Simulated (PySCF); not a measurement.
Simulated C 1s region for `B1C[C@H]([C@H](C)C1)CC`, binding energy against the vacuum level.

Every computed line was given a Gaussian of 0.8 eV full width at half maximum and an area set by the number of equivalent atoms; the highest printed point is 100. Computed with delta-SCF UKS SCAN, pcX-2 on the ionised atom, pcseg-1 elsewhere, spin-free X2C in PySCF 2.14.0.

(binding energy (eV), intensity): (288.6, 0), (288.7, 0), (288.8, 1), (288.9, 2), (289.0, 4), (289.1, 7), (289.2, 12), (289.3, 19), (289.4, 28), (289.5, 39), (289.6, 51), (289.7, 63), (289.8, 75), (289.9, 87), (290.0, 95), (290.1, 100), (290.2, 100), (290.3, 94), (290.4, 83), (290.5, 68), (290.6, 52), (290.7, 37), (290.8, 24), (290.9, 15), (291.0, 8), (291.1, 4), (291.2, 2), (291.3, 1), (291.4, 0), (291.5, 0)

Task: How many maxima does the curve show, and how many computed lines lie under it?

Result: The curve has 1 maximum (at 290.1 eV). Under it lie 7 lines from 7 inequivalent carbon sites. At this width some lines have no maximum of their own.

Task: Decompose the envelope and assign each component. Numbering: `[CH3:1][CH2:2][C@@H:3]1[CH2:4][BH:5][CH2:6][C@H:7]1[CH3:8]`.

Result: 
| position (eV) | relative area | line | atoms | environment |
| --- | --- | --- | --- | --- |
| 289.72 | 1 | C 1s | C4 | sp3 carbon bound to boron |
| 289.74 | 1 | C 1s | C6 | sp3 carbon bound to boron |
| 290.09 | 1 | C 1s | C3 | sp3 CH carbon |
| 290.19 | 1 | C 1s | C7 | sp3 CH carbon |
| 290.24 | 1 | C 1s | C2 | chain CH2 carbon |
| 290.28 | 1 | C 1s | C8 | methyl carbon |
| 290.37 | 1 | C 1s | C1 | methyl carbon |

Task: What are the centre and the root-mean-square width of the whole band?

Result: The area-weighted mean of the lines is 290.09 eV. Their own spread about it is 0.24 eV (rms) and each Gaussian has σ = 0.8/2.355 = 0.34 eV; the variances add, which gives 0.42 eV.

The listed C 1s values span 0.65 eV, from C4 (bonded to C, 2 H and B) to C1 (bonded to C and 3 H). The widest gap between neighbouring values is 0.35 eV, between 289.74 and 290.09 eV. Summing the Pauling electronegativity differences to the bonded atoms, each weighted by its formal bond order, gives -1.21 for the lowest site and -1.05 for the highest; the largest sum, -0.35, belongs to C7, 0.18 eV below the top. The values 289.72 and 289.74 eV; the values 290.24 and 290.28 eV lie too close for their order to be trusted.

Shake-up satellites, vibrational structure and lifetime widths aren't simulated. Isolated species at its PBE0-D3(BJ)/def2-SVP geometry (one conformer only).

Time: 6.9 min wall; peak memory 0.81 GiB. Hardware: an Arm Neoverse N1 with one thread (shared host).
